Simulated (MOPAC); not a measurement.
MOPAC input (PM7):

```
PM7 FORCE THERMO(298,298) PRECISE LET CHARGE=-1 GEO-OK AUX(PRECISION=9) THREADS=1
H5Sn

Sn   -0.00000004 1   -0.00000001 1   -0.00000049 1
H     0.01177705 1    0.01087375 1    1.79963335 1
H    -0.01177675 1   -0.01087404 1   -1.79962985 1
H     1.74573871 1   -0.00671087 1   -0.01138306 1
H    -0.86711706 1    1.51521405 1   -0.00348026 1
H    -0.87862156 1   -1.50850279 1    0.01486518 1
```

Output:

```
 *******************************************************************************
 **                                                                           **
 **                              MOPAC v23.2.5                                **
 **                                                                           **
 *******************************************************************************
 ** MOPAC's Digital Object Identifier: https://doi.org/10.5281/zenodo.6511958 **
 **                                                                           **
 ** Please cite the open-source release paper for use of this MOPAC version:  **
 ** J. E. Moussa and J. J. P. Stewart (2026)                                  **
 ** MOPAC: An open-source semiempirical molecular orbital program             **
 ** J. Open Source Softw., 11(119), 8025, https://doi.org/10.21105/joss.08025 **
 *******************************************************************************

                              PM7 CALCULATION RESULTS

 *******************************************************************************
 *  PM7        - The PM7 Hamiltonian to be used
 *  GEO-OK     - OVERRIDE INTERATOMIC DISTANCE AND OTHER SAFETY CHECKS
 *
 *
 *
 *                 CHARGE ON SYSTEM = -1
 *
 *
 *
 *  LET        - OVERRIDE SOME SAFETY CHECKS
 *  PRECISE    - TIGHTER CRITERIA TO BE USED
 *  FORCE      - FORCE CALCULATION SPECIFIED
 *  AUX        - OUTPUT AUXILIARY INFORMATION
 *  THERMO     - THERMODYNAMIC QUANTITIES TO BE CALCULATED
 *******************************************************************************
PM7 FORCE THERMO(298,298) PRECISE LET CHARGE=-1 GEO-OK AUX(PRECISION=9) THREADS=1
 H5Sn

   ATOM   CHEMICAL          X               Y               Z
  NUMBER   SYMBOL      (ANGSTROMS)     (ANGSTROMS)     (ANGSTROMS)

     1      Sn         -0.00000004  *  -0.00000001  *  -0.00000049  *
     2       H          0.01177705  *   0.01087375  *   1.79963335  *
     3       H         -0.01177675  *  -0.01087404  *  -1.79962985  *
     4       H          1.74573871  *  -0.00671087  *  -0.01138306  *
     5       H         -0.86711706  *   1.51521405  *  -0.00348026  *
     6       H         -0.87862156  *  -1.50850279  *   0.01486518  *

          CARTESIAN COORDINATES

    NO.       ATOM           X           Y           Z

     1        Sn         -0.0000     -0.0000     -0.0000
     2         H          0.0118      0.0109      1.7996
     3         H         -0.0118     -0.0109     -1.7996
     4         H          1.7457     -0.0067     -0.0114
     5         H         -0.8671      1.5152     -0.0035
     6         H         -0.8786     -1.5085      0.0149

 General Reference for PM7:
 "Optimization of Parameters for Semiempirical Methods VI: More Modifications to the
 NDDO Approximations and Re-optimization of Parameters", J. J. P. Stewart, J. Mol. Mod., 1:32, 19 (2013)
 https://link.springer.com/article/10.1007/s00894-012-1667-x

[...]
 TRAVEL (Ang.)       0.4525         Sn1 -- H 4         +31.4% ( 56.7%)      0.0%
 REDUCED MASS        0.4066         Sn1 -- H 2          +2.8% ( 17.0%)    100.0%
 EFFECTIVE MASS      1.8199
 FORCE CONSTANT      0.1572

 VIBRATION          7    1E"         ATOM PAIR     ENERGY CONTRIBUTION    RADIAL
 FREQUENCY          1017.39         Sn1 -- H 6         +41.7% ( 46.5%)      0.0%
 TRANSITION DIPOLE   0.0000         Sn1 -- H 5         +24.5% ( 35.7%)      0.0%
 TRAVEL (Ang.)       0.5054         Sn1 -- H 3         +15.7% ( 28.6%)      0.0%
 REDUCED MASS        0.2595         Sn1 -- H 2         +15.7% ( 28.6%)      0.0%
 EFFECTIVE MASS      1.0079
 FORCE CONSTANT      0.1582

 VIBRATION          8    2A2"        ATOM PAIR     ENERGY CONTRIBUTION    RADIAL
 FREQUENCY          1827.61         Sn1 -- H 2         +49.9% ( 72.0%)    100.0%
 TRANSITION DIPOLE   2.9164         Sn1 -- H 3         +49.9% ( 72.0%)    100.0%
 TRAVEL (Ang.)       0.2717
 REDUCED MASS        0.4998
 EFFECTIVE MASS      1.2811
 FORCE CONSTANT      0.9836

 VIBRATION          9    1A1'        ATOM PAIR     ENERGY CONTRIBUTION    RADIAL
 FREQUENCY          1877.81         Sn1 -- H 3         +43.0% ( 65.8%)    100.0%
 TRANSITION DIPOLE   0.0000         Sn1 -- H 2         +43.0% ( 65.8%)    100.0%
 TRAVEL (Ang.)       0.3001         Sn1 -- H 4          +4.7% ( 21.8%)    100.0%
 REDUCED MASS        0.3988         Sn1 -- H 5          +4.7% ( 21.8%)    100.0%
 EFFECTIVE MASS      1.0079
 FORCE CONSTANT      0.8286

 VIBRATION         11    3E'         ATOM PAIR     ENERGY CONTRIBUTION    RADIAL
 FREQUENCY          2096.57         Sn1 -- H 6         +61.0% ( 77.9%)     99.8%
 TRANSITION DIPOLE   1.7379         Sn1 -- H 5         +35.5% ( 59.4%)     97.8%
 TRAVEL (Ang.)       0.2528         Sn1 -- H 4          +3.5% ( 18.6%)     68.2%
 REDUCED MASS        0.5031
 EFFECTIVE MASS      1.2601
 FORCE CONSTANT      1.3029

 VIBRATION         12    2A1'        ATOM PAIR     ENERGY CONTRIBUTION    RADIAL
 FREQUENCY          2124.65         Sn1 -- H 6         +30.2% ( 53.3%)    100.0%
 TRANSITION DIPOLE   0.0000         Sn1 -- H 5         +30.2% ( 53.3%)    100.0%
 TRAVEL (Ang.)       0.3431         Sn1 -- H 4         +30.2% ( 53.3%)    100.0%
 REDUCED MASS        0.2696         Sn1 -- H 3          +4.7% ( 21.0%)    100.0%
 EFFECTIVE MASS      1.0079
 FORCE CONSTANT      0.7171

      SYMMETRY NUMBER FOR POINT-GROUP D3h =  6

          SYSTEM IS A GROUND STATE

 H5Sn

          MOLECULE IS NOT LINEAR

          THERE ARE 12 GENUINE VIBRATIONS IN THIS SYSTEM
          THIS THERMODYNAMICS CALCULATION IS LIMITED TO
          MOLECULES WHICH HAVE NO INTERNAL ROTATIONS

                    CALCULATED THERMODYNAMIC PROPERTIES
                                          *
   TEMP. (K)   PARTITION FUNCTION   H.O.F.    ENTHALPY  HEAT CAPACITY ENTROPY
                                   KCAL/MOL   CAL/MOLE    CAL/K/MOL  CAL/K/MOL

 298.00  VIB.     0.1318D+01                   486.5731     5.3269     2.1817
         ROT.     0.4301D+03                   888.2803     2.9808    15.0313
         INT.     0.5670D+03                  1374.8534     8.3077    17.2131
         TRA.     0.1331D+28                  1480.4672     4.9680    40.3505
         TOT.                      113.898    2855.3206    13.2757    57.5635

   *: NOTE: HEATS OF FORMATION ARE RELATIVE TO THE
            ELEMENTS IN THEIR STANDARD STATE AT 298K
              (=  Standard Enthalpy of Formation).

            Hvib:  Zero-point energy is not included.
                   frequencies of less than zero cm-1 are not included.
            Hrot = (3/2)RT
            Htra = (3/2)RT + pV = (5/2)RT

            Heat capacity is Cp, not Cv

          For more information, see: HTTP://OpenMOPAC.net/Manual/thermochemistry.html

           FORCE CONSTANT IN CARTESIAN COORDINATES (Millidynes/A)

    ATOM   CHEMICAL       X               Y               Z
   NUMBER   SYMBOL  FORCE CONSTANT  FORCE CONSTANT  FORCE CONSTANT

      1      Sn        4.239210        4.795732        4.795732
      2       H        2.050916        0.242713        0.242713
      3       H        2.050916        0.242713        0.242713
      4       H        0.372601        2.580295        0.183455
      5       H        0.372601        0.782665        1.981085
      6       H        0.372601        0.782666        1.981085

 **********************
 *                    *
 * JOB ENDED NORMALLY *
 *                    *
 **********************

 == MOPAC DONE ==
```

The dipole moment of an ion depends on the origin.
